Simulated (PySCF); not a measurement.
## Working out the excitation energy of S⁺

S⁺ [Ne] 3s2 3p3 (4S) → S⁺ [Ne] 3s1 3p4 (4P). All numbers are calculated (PySCF 2.14, scalar relativity by spin-free X2C-1e, in x2c-TZVPPall (5s5p3d1f, 42 functions)). Frozen: 1s2. Energies in hartree (1 hartree = 27.21139 eV):

```csv
part,S⁺ (lower),S⁺ (upper)
UHF,-398.245528,-397.858752
CCSD correlation,-0.266779,-0.280251
(T),-0.004921,-0.009973
```

Task: What does Hartree-Fock give?

Result: (-397.858752) − (-398.245528) = 0.386776 hartree = 10.525 eV.

Task: What do CCSD and CCSD(T) give?

Result: The CCSD correlation energies differ by -0.013472 hartree = -0.367 eV and the triples by -0.005052 hartree = -0.137 eV, so CCSD gives 10.158 eV and CCSD(T) 10.021 eV.

Measured between the centres of the two terms (NIST): 9.870 eV, so CCSD(T) (valence and next inner shell) is off by 0.151 eV.

The coupled-cluster amplitudes are large, so a single reference is strained.

What remains against the reference includes basis incompleteness, the frozen core and higher excitations.
